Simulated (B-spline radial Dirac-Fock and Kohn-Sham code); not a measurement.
**Elastic and transport cross sections of samarium for electrons**

Model: relativistic (Dirac) partial waves in the static field of the Dirac-Fock atom with Furness-McCarthy exchange, without polarisation or absorption potentials. Program: an atomic code on a B-spline grid. Below a few hundred eV the neglected polarisation potential matters, most of all at small angles. σ_tr1 and σ_tr2 weight the cross section with 1 − P₁ and 1 − P₂ of cos θ; "backward" is the share scattered beyond 90°.

```
energy (eV)  σ (a₀²)  σ_tr1 (a₀²)  σ_tr2 (a₀²)  σ/σ_tr1  backward (%)
        200     27.3         5.52         7.41     4.94           7.4
        208     26.7         5.54         7.41     4.82           7.6
        254     24.0         5.55         7.12     4.33           8.8
        300     22.1         5.41         6.56     4.09           9.6
        356     20.4         5.13         5.78     3.97            10
        399     19.3         4.88         5.22     3.95            11
        431     18.6         4.70         4.85     3.96            11
        447     18.3         4.60         4.67     3.97            11
        456     18.1         4.55         4.58     3.98            11
        500        ?            ?            ?        ?             ?
        541     16.7         4.07         3.83     4.10            11
        719     14.6         3.25         2.86     4.47            10
        809     13.7         2.93         2.55     4.69           9.7
        920     12.9         2.59         2.26     4.97           9.1
```

Q: Fill in the row for 500 eV.

A: σ = 17.3 a₀², σ_tr1 = 4.30 a₀², σ_tr2 = 4.16 a₀², σ/σ_tr1 = 4.03, backward 11 %. The ratio σ/σ_tr1 is roughly the number of elastic collisions that randomise the direction.

Values without a named source are computed, but for edge energies of neutral atoms, which are taken from tables.
